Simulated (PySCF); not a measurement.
Cl2OTi, multiplicity 1. Atoms are numbered in the order given.

```xyz
4

Ti    -0.1931    -0.3342     0.0000
O      0.2078    -1.8785     0.0000
Cl     0.0761     0.6582    -1.9717
Cl     0.0761     0.6582     1.9717
```
Charge 0, spin multiplicity 1.

Geometry: PBE-D3(BJ)/def2-SVP. The spin state was assumed, not searched.

All values below come from PBE-D3(BJ)/def2-SVP in PySCF 2.14.0.

Frequencies are harmonic and unscaled.

| mode | ν (cm⁻¹) | IR (km/mol) | moving atoms (share of kinetic energy) |
|---|---|---|---|
| 1 | 59 | 44.3 | Ti 48 %, Cl 36 %, O 15 % |
| 2 | 127 | 12.0 | Cl 49 %, Ti 28 %, O 23 % |
| 3 | 215 | 0.0 | O 70 %, Cl 28 % |
| 4 | 385 | 21.5 | Cl 77 %, Ti 19 % |
| 5 | 504 | 133.0 | Ti 60 %, Cl 37 % |
| 6 | 1086 | 166.4 | O 74 %, Ti 26 % |
